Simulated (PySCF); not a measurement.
From computed data to an observable: oscillator strength and radiative lifetime

FH5O2Si2, SMILES O[Si](O)(F)[SiH3].

Geometry: B3LYP-D3(BJ)/def2-SVP. This is a generated structure with no PubChem entry under its InChIKey; it may be hypothetical. Other conformers were not sampled.

PySCF with TDDFT-PBE/def2-SVPD puts the first singlet state with f over 0.02 at 6.61 eV (vertical), with the transition dipole (-0.828, 0.289, -0.279) in atomic units.

Q: Find the oscillator strength, the wavelength and the radiative lifetime that this transition would have in vacuum if emission retraced absorption.

A: 
|μ|² = 0.8469 au, so |μ| = 2.34 D. ΔE = 6.61/27.211 = 0.2429 hartree. f = (2/3) ΔE |μ|² = 0.137 (the program prints 0.137).
λ = 1239.84/6.61 = 188 nm; ν = 53313 cm⁻¹.
Einstein's coefficient A = 0.6670 ν² f s⁻¹ (ν in cm⁻¹) = 2.6e8 s⁻¹, so τ = 1/A = 3.8 ns. This state is S1. The figure is the radiative limit of this one transition; relaxation, internal conversion, crossing to triplets and a medium change what is measured.
